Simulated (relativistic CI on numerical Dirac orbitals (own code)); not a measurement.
**Level scheme of Zr9+**

These numbers are calculated, not measured: Dirac-Coulomb-Breit CI, KLI orbitals optimised for each configuration, model QED (radiative potential, 1s self-energy scaled to tabulated hydrogen-like ionisation energies), valence Slater integrals scaled by 0.9, P86 correlation estimate, and configurations built on the next ion tied to the tabulated ionisation energy (semi-empirical) (own radial code, finite nucleus).

CI space (outside the closed core [Ar] 3d10): 4s2 4p, 4s2 4d, 4s2 5s, 4s2 5p, 4s2 5d, 4s2 6s, 4s2 4f, 4s2 5f, 4s 4p2, 4p3, 4s 4p 4d, 4p 4d2, 4s 4p 4f, 4p2 4d, 4s 4d2, 4p2 5s, 4p 4f2, 4s 4p 5s, 4p2 4f, 4s 4d 5s, 4s 4p 5p, 4s 4d 4f, 4s2 6p, 4s2 5g. Levels of other configurations are missing.

```
No.  Configuration  Term    J  E (cm⁻¹)    %  Lifetime (s)    jj configuration (%)
 41      4s 4p 4d‡   2D°  5/2    618086   88      9.39e-12     4s 4p3/2 4d5/2 (62)
 42         4s2 5p   2P°  1/2    657912   98      3.74e-11              5p1/2 (98)
 43         4s2 5p   2P°  3/2    664949   98      3.85e-11              5p3/2 (98)
 44         4s2 4f   2F°  7/2    667600   74      1.08e-11              4f7/2 (74)
 45         4s2 4f   2F°  5/2    668440   73      1.04e-11              4f5/2 (73)
 46    4p2(3P) 4d‡    4F  3/2    719855   84      8.31e-11      4p1/2^2 4d3/2 (60)
 47    4p2(1D) 4d‡    2F  5/2    723201   77      2.04e-10  4p1/2 4p3/2 4d3/2 (40)
 48    4p2(3P) 4d‡    4F  5/2    724916   81      8.91e-11  4p1/2 4p3/2 4d3/2 (68)
 49    4p2(1D) 4d‡    2F  7/2    729408   63      1.68e-10  4p1/2 4p3/2 4d3/2 (54)
 50    4p2(3P) 4d‡    4F  7/2    731481   70      9.28e-11  4p1/2 4p3/2 4d5/2 (84)
 51    4p2(3P) 4d‡    4D  3/2    735608   46      4.74e-11  4p1/2 4p3/2 4d3/2 (71)
 52    4p2(3P) 4d‡    4D  1/2    736191   86      5.94e-11  4p1/2 4p3/2 4d3/2 (95)
 53    4p2(3P) 4d‡    4F  9/2    737154   76      1.02e-10  4p1/2 4p3/2 4d5/2 (73)
 54    4p2(3P) 4d‡    4D  5/2    743090   77      6.04e-11  4p1/2 4p3/2 4d5/2 (45)
 55    4p2(3P) 4d‡    2P  3/2    744686   51      3.94e-11  4p1/2 4p3/2 4d5/2 (71)
 56    4p2(1D) 4d‡    2G  7/2    750429   47      1.10e-10      4p3/2^2 4d3/2 (32)
 57      4s 4p 5s‡   4P°  1/2    752028   98      1.74e-11        4s 4p1/2 5s (95)
 58    4p2(3P) 4d‡    4D  7/2    753212   43      1.07e-10      4p3/2^2 4d5/2 (72)
 59    4p2(3P) 4d‡    2P  1/2    757110   81      3.21e-11      4p3/2^2 4d5/2 (62)
 60      4s 4p 5s‡   4P°  3/2    757688   95      1.70e-11        4s 4p1/2 5s (73)
 61    4p2(1D) 4d‡    2G  9/2    758205   66      1.92e-10      4p3/2^2 4d5/2 (69)
 62      4s 4p 5s‡   4P°  5/2    771339  100      1.80e-11       4s 4p3/2 5s (100)
 63    4p2(1D) 4d‡    2D  5/2    771606   51      1.28e-11  4p1/2 4p3/2 4d5/2 (77)
 64      4s 4p 5s‡   2P°  1/2    772089   97      1.20e-11        4s 4p1/2 5s (80)
 65    4p2(1D) 4d‡    2D  3/2    774606   50      1.30e-11  4p1/2 4p3/2 4d3/2 (63)
 66    4p2(3P) 4d‡    4P  5/2    779746   45      1.23e-11      4p3/2^2 4d5/2 (26)
 67    4p2(3P) 4d‡    4P  1/2    781045   85      1.01e-11  4p1/2 4p3/2 4d3/2 (59)
 68    4p2(3P) 4d‡    4P  3/2    783342   59      1.14e-11      4p3/2^2 4d3/2 (66)
 69      4s 4p 5s‡   2P°  3/2    786668   95      1.09e-11        4s 4p3/2 5s (95)
 70    4p2(3P) 4d‡    2F  5/2    788914   49      1.16e-11      4p3/2^2 4d3/2 (28)
 71         4s2 5d    2D  3/2    789636   76      6.17e-11              5d3/2 (76)
 72         4s2 5d    2D  5/2    791634   93      6.79e-11              5d5/2 (93)
 73    4p2(3P) 4d‡    2F  7/2    792846   59      1.18e-11      4p3/2^2 4d3/2 (32)
 74    4p2(1S) 4d‡    2D  3/2    793706   67      4.31e-11  4p1/2 4p3/2 4d5/2 (39)
 75    4p2(1D) 4d‡    2P  1/2    798204   60      1.75e-11  4p1/2 4p3/2 4d5/2 (77)
 76    4p2(1D) 4d‡    2S  1/2    806556   58      1.54e-11      4p3/2^2 4d3/2 (39)
 77    4p2(1D) 4d‡    2P  3/2    810407   68      1.68e-11      4p3/2^2 4d5/2 (59)
 78    4p2(1S) 4d‡    2D  5/2    810524   91      5.25e-11      4p3/2^2 4d5/2 (78)
 79      4s 4p 4f‡    4F  5/2    823943   31      1.71e-11     4s 4p1/2 4f5/2 (49)
 80    4p2(1S) 4d‡    2D  5/2    824501   40      1.36e-11      4p3/2^2 4d5/2 (33)
 81      4s 4p 4f‡    4F  7/2    824829   41      2.12e-11     4s 4p1/2 4f7/2 (56)
 82      4s 4p 4f‡    4F  3/2    825666   43      1.78e-11     4s 4p1/2 4f5/2 (31)
 83      4s 4p 4f‡    4F  9/2    828004   45      2.29e-11     4s 4p1/2 4f7/2 (64)
 84      4s 4p 5p‡    4D  1/2    828739   74      2.94e-11     4s 4p1/2 5p1/2 (95)
 85    4p2(1S) 4d‡    2D  3/2    829376   41      1.49e-11      4p3/2^2 4d3/2 (34)
```

Energies count from the lowest computed level; ° marks odd parity; lifetimes are radiative, by E1, M1, E2, M2, E3 decay to levels of this space only. Percentages are summed over parent terms; the parents shown are those of the largest component, closed shells are left out there. Filled j subshells are mostly left out of the jj labels. ‡ marks configurations that were not tied to measured data.

The mean weight of the leading LS term, summed over parents, in these 45 levels is 69 %, and that of the leading jj configuration (from the same eigenvectors) 65 %.

Configurations that consist of the next ion and one excited electron were tied to the tabulated ionisation energy; Rydberg ones are usually within 1,000 to 3,000 cm⁻¹ and the lowest ones within about 6,000 (9,000 in d shells), while levels on excited terms of the next ion carry the error of that term, and the other configurations can be misplaced by 10,000 cm⁻¹ or more. Rates follow the energies as ν³ (E1, M1) or ν⁵ (E2), so rates, branching and lifetimes can be off by large factors.

LS names give the leading component of a level, which can be under half, so a name can repeat, a term be missing and a line seem to break the LS rules.
